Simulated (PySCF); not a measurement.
ReOF₃, SMILES [O]=[Re]([F])([F])[F] (connectivity only; charge and spin as stated), neutral, multiplicity 3. Atoms are numbered in the order given.

```xyz
5

Re     0.0308     0.0918     0.0000
O     -0.6758     1.6001     0.0000
F      0.5848    -0.3076     1.7333
F      0.5848    -0.3076    -1.7333
F     -0.8252    -1.5721     0.0000
```
Charge 0, spin multiplicity 3.

Coordinates come from a PBE0-D3(BJ)/def2-SVP optimisation. The spin state was assumed, not searched. The def2 effective core potentials stand for the cores of Re; spin–orbit coupling is left out.

Level of theory: B3LYP/def2-TZVP in PySCF.

ESP charges are fitted to the potential on shells at 1.4 to 2.0 van der Waals radii. Atomic charges (e):

| atom | Löwdin | ESP fit | Mulliken spin |
|---|---|---|---|
| Re1 | … | 1.19 | 1.80 |
| O2 | … | -0.32 | -0.01 |
| F3 | … | -0.29 | 0.07 |
| F4 | … | -0.29 | 0.07 |
| F5 | … | -0.29 | 0.08 |

### Question
Complete the blanks. (The exact figures need the calculation; the answer reports its results.)

### Answer

- Re1, Löwdin: 0.92
- O2, Löwdin: -0.22
- F3, Löwdin: -0.23
- F4, Löwdin: -0.23
- F5, Löwdin: -0.24
